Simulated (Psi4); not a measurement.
CH3AlF2 (SMILES [CH3][Al]([F])[F]), singlet, at a GFN2-xTB geometry (such geometries of metal compounds can be far from the true shape), with bond 7-1 at 1.6 times its length; SVWN/STO-3G in Psi4 1.11.

Here is a job for Psi4.
```
memory 2 GB

molecule mol {
0 1
  Al    0.051803    0.040118    0.002225
  C    -1.508056   -1.165732   -0.062339
  H    -1.306694   -2.038747   -0.683190
  H    -2.376647   -0.648902   -0.468207
  H    -1.760555   -1.537553    0.930633
  F     0.011008    1.601626   -0.529119
  F     2.407980   -0.684794    0.945856
}

set basis sto-3g
set reference rks
set dft_spherical_points 110

energy('svwn')
print_variables()
```

Write the output that Psi4 gives for this input, abridged.


```
   => Loading Basis Set <=

    Name: STO-3G
    Role: ORBITAL
    Keyword: BASIS

         ---------------------------------------------------------
                                   SCF
               by Justin Turney, Rob Parrish, Andy Simmonett
                          and Daniel G. A. Smith
                              RKS Reference
         ---------------------------------------------------------

  ==> Geometry <==

    Molecular point group: c1
    Full point group: C1

    Geometry (in Angstrom), charge = 0, multiplicity = 1:

       Center              X                  Y                   Z               Mass
    ------------   -----------------  -----------------  -----------------  -----------------
         AL          -0.245333580928     0.036946309786    -0.085358157244    26.981538530000
         C           -1.805192580928    -1.168903690214    -0.149922157244    12.000000000000
         H           -1.603830580928    -2.041918690214    -0.770773157244     1.007825032230
         H           -2.673783580928    -0.652073690214    -0.555790157244     1.007825032230
         H           -2.057691580928    -1.540724690214     0.843049842756     1.007825032230
         F           -0.286128580928     1.598454309786    -0.616702157244    18.998403162730
         F            2.110843419072    -0.687965690214     0.858272842756    18.998403162730

  Running in c1 symmetry.

  Rotational constants: A =      0.18995  B =      0.10663  C =      0.06916 [cm^-1]
  Rotational constants: A =   5694.42634  B =   3196.68237  C =   2073.27246 [MHz]
  Nuclear repulsion =  134.451724489056915

  Charge       = 0
  Multiplicity = 1
  Electrons    = 40
  Nalpha       = 20
  Nbeta        = 20

  ==> Algorithm <==

  SCF Algorithm Type is DF.
  DIIS enabled.
  MOM disabled.
  Fractional occupation disabled.
  Guess Type is SAD.
  Energy threshold   = 1.00e-06
  Density threshold  = 1.00e-06
  Integral threshold = 1.00e-12

  ==> Primary Basis <==

  Basis Set: STO-3G
    Blend: STO-3G
    Number of shells: 17
    Number of basis functions: 27
    Number of Cartesian functions: 27
    Spherical Harmonics?: true
    Max angular momentum: 1

  ==> DFT Potential <==

   => LibXC <=

    Version 7.1.2
    S. Lehtola, C. Steigemann, M. J. T. Oliveira, and M. A. L. Marques,  SoftwareX 7, 1–5 (2018) (10.1016/j.softx.2017.11.002)

   => Composite Functional: SVWN <=

    Slater exchange
    Vosko, Wilk & Nusair (VWN5_RPA)
    P. A. M. Dirac,  Math. Proc. Cambridge Philos. Soc. 26, 376 (1930) (10.1017/S0305004100016108)
    F. Bloch,  Z. Phys. 57, 545 (1929) (10.1007/BF01340281)
    S. H. Vosko, L. Wilk, and M. Nusair,  Can. J. Phys. 58, 1200 (1980) (10.1139/p80-159)

    Deriv               =              1
    GGA                 =          FALSE
    Meta                =          FALSE

    Exchange Hybrid     =          FALSE
    MP2 Hybrid          =          FALSE

   => Exchange Functionals <=

    1.0000         XC_LDA_X

   => Correlation Functionals <=

    1.0000   XC_LDA_C_VWN_RPA

   => LibXC Density Thresholds  <==

    XC_LDA_C_VWN_RPA:  1.00E-15
    XC_LDA_X:  1.00E-15

   => Molecular Quadrature <=

    Radial Scheme          =       TREUTLER
    Pruning Scheme         =           NONE
    Nuclear Scheme         =       TREUTLER

    Blocking Scheme        =         OCTREE
    BS radius alpha        =              1
    Pruning alpha          =              1
    Radial Points          =             75
    Spherical Points       =            110
    Total Points           =          54843
    Total Blocks           =            493
    Max Points             =            255
    Max Functions          =             25
    Weights Tolerance      =       1.00E-15

   => Loading Basis Set <=

    Name: (STO-3G AUX)
    Role: JKFIT
    Keyword: DF_BASIS_SCF

  ==> Integral Setup <==

  SCF_SUBTYPE=INCORE selected. In-core MEM_DF algorithm will be used.
  Using in-core AOs.

  ==> MemDFJK: Density-Fitted J/K Matrices <==

    J tasked:                   Yes
    K tasked:                    No
    wK tasked:                   No
    Algorithm:                 Core
    Schwarz Cutoff:           1E-12
    Mask sparsity (%):       2.7435
    Fitting Condition:        1E-10

   => Auxiliary Basis Set <=

  Basis Set: (STO-3G AUX)
    Blend: DEF2-UNIVERSAL-JKFIT
    Number of shells: 131
    Number of basis functions: 411
    Number of Cartesian functions: 490
    Spherical Harmonics?: true
    Max angular momentum: 4

  Minimum eigenvalue in the overlap matrix is 2.3488063344E-01.
  Reciprocal condition number of the overlap matrix is 1.0358119376E-01.
    Using symmetric orthogonalization.

  ==> Pre-Iterations <==

  SCF Guess: Superposition of Atomic Densities via on-the-fly atomic UHF (no occupation information).

   -------------------------
    Irrep   Nso     Nmo
   -------------------------
     A         27      27
   -------------------------
    Total      27      27
   -------------------------

  ==> Iterations <==

                           Total Energy        Delta E     RMS |[F,P]|

   @DF-RKS iter SAD:  -472.04235380626147   -4.72042e+02   0.00000e+00
   @DF-RKS iter   1:  -473.38425668525730   -1.34190e+00   1.50166e-02 DIIS/ADIIS
   @DF-RKS iter   2:  -460.92802106148616    1.24562e+01   4.27714e-02 DIIS/ADIIS
   @DF-RKS iter   3:  -471.90512253089685   -1.09771e+01   6.29307e-02 DIIS/ADIIS
   @DF-RKS iter   4:  -473.57866537008368   -1.67354e+00   1.21332e-02 DIIS/ADIIS
   @DF-RKS iter   5:  -473.46025133691086    1.18414e-01   1.01295e-02 DIIS/ADIIS
   @DF-RKS iter   6:  -473.44468836792350    1.55630e-02   1.04901e-02 DIIS/ADIIS
   @DF-RKS iter   7:  -473.58228028258361   -1.37592e-01   8.52324e-03 DIIS/ADIIS
   @DF-RKS iter   8:  -473.47141198614298    1.10868e-01   1.11713e-02 DIIS/ADIIS
   @DF-RKS iter   9:  -473.57747667496596   -1.06065e-01   8.71623e-03 DIIS/ADIIS
   @DF-RKS iter  10:  -473.62256874861231   -4.50921e-02   6.60145e-03 DIIS/ADIIS
   @DF-RKS iter  11:  -473.62494252905424   -2.37378e-03   7.50358e-03 DIIS/ADIIS
   @DF-RKS iter  12:  -473.66131551555100   -3.63730e-02   1.81633e-03 DIIS/ADIIS
   @DF-RKS iter  13:  -473.66309078920932   -1.77527e-03   8.85259e-04 DIIS/ADIIS
   @DF-RKS iter  14:  -473.66406169203606   -9.70903e-04   1.76722e-04 DIIS/ADIIS
   @DF-RKS iter  15:  -473.66413191978756   -7.02278e-05   5.80970e-05 DIIS
   @DF-RKS iter  16:  -473.66413555662615   -3.63684e-06   5.58120e-06 DIIS
   @DF-RKS iter  17:  -473.66413558312530   -2.64992e-08   1.77480e-06 DIIS
   @DF-RKS iter  18:  -473.66413558640750   -3.28220e-09   6.67752e-07 DIIS
  Energy and wave function converged.

  ==> Post-Iterations <==

   Electrons on quadrature grid:
      Ntotal   =   40.0012069301 ; deviation = 1.207e-03

    Orbital Energies [Eh]
    ---------------------

    Doubly Occupied:

       1A    -54.496136     2A    -23.723214     3A    -23.531447
       4A     -9.547718     5A     -3.727011     6A     -2.304618
       7A     -2.300728     8A     -2.297670     9A     -0.934661
      10A     -0.758273    11A     -0.578489    12A     -0.319744
      13A     -0.316049    14A     -0.282103    15A     -0.207315
      16A     -0.168336    17A     -0.159918    18A     -0.070210
      19A      0.008189    20A      0.010263

    Virtual:

      21A      0.030585    22A      0.107749    23A      0.264394
      24A      0.385978    25A      0.412150    26A      0.434343
      27A      0.450514

    Final Occupation by Irrep:
              A
    DOCC [    20 ]
    NA   [    20 ]
    NB   [    20 ]

  @DF-RKS Final Energy:  -473.66413558640750

   => Energetics <=

    Nuclear Repulsion Energy =            134.4517244890569145
    One-Electron Energy =                -934.2901524218506211
    Two-Electron Energy =                 370.6630700177805124
    DFT Exchange-Correlation Energy =     -44.4887776713942955
    Empirical Dispersion Energy =           0.0000000000000000
    VV10 Nonlocal Energy =                  0.0000000000000000
    Total Energy =                       -473.6641355864074967

Computation Completed

Properties will be evaluated at   0.000000,   0.000000,   0.000000 [a0]

Properties computed using the SCF density matrix

 Multipole Moments:

 ------------------------------------------------------------------------------------
     Multipole            Electronic (a.u.)      Nuclear  (a.u.)        Total (a.u.)
 ------------------------------------------------------------------------------------

 L = 1.  Multiply by 2.5417464519 to convert [e a0] to [Debye]
 Dipole X            :          6.6587346           -7.4329812           -0.7742466
 Dipole Y            :          5.0180076           -4.8630961            0.1549115
 Dipole Z            :          0.3194973           -0.6020030           -0.2825057
 Magnitude           :                                                    0.8386089

 ------------------------------------------------------------------------------------

  Variable Map:
  ----------------------------------------------------------------------------
  "CURRENT ENERGY"              =>    -473.664135586407
  "CURRENT REFERENCE ENERGY"    =>    -473.664135586407
  "DD SOLVATION ENERGY"         =>       0.000000000000
  "DFT FUNCTIONAL TOTAL ENERGY" =>    -473.664135586407
  "DFT TOTAL ENERGY"            =>    -473.664135586407
  "DFT VV10 ENERGY"             =>       0.000000000000
  "DFT XC ENERGY"               =>     -44.488777671394
  "GRID ELECTRONS ALPHA"        =>      20.000603465058
  "GRID ELECTRONS BETA"         =>      20.000603465058
  "GRID ELECTRONS TOTAL"        =>      40.001206930116
  "NUCLEAR REPULSION ENERGY"    =>     134.451724489057
  "ONE-ELECTRON ENERGY"         =>    -934.290152421851
  "PCM POLARIZATION ENERGY"     =>       0.000000000000
  "PE ENERGY"                   =>       0.000000000000
  "SCF ITERATION ENERGY"        =>    -473.664135586407
  "SCF ITERATIONS"              =>      18.000000000000
  "SCF TOTAL ENERGY"            =>    -473.664135586407
  "TWO-ELECTRON ENERGY"         =>     370.663070017781
  "XC GRID RADIAL POINTS"       =>      75.000000000000
  "XC GRID SPHERICAL POINTS"    =>     110.000000000000
  "XC GRID TOTAL POINTS"        =>   54843.000000000000

  Array Variable Map:
  ----------------------------------------------------------------------------
  "CURRENT DIPOLE"              =>      -0.774246574581 ... -0.282505704642 1 by 3
  "SCF DIPOLE"                  =>      -0.774246574581 ... -0.282505704642 1 by 3
  "SCF TOTAL ENERGIES"          =>    -472.042353806261 ... -473.664135586407 1 by 19
```
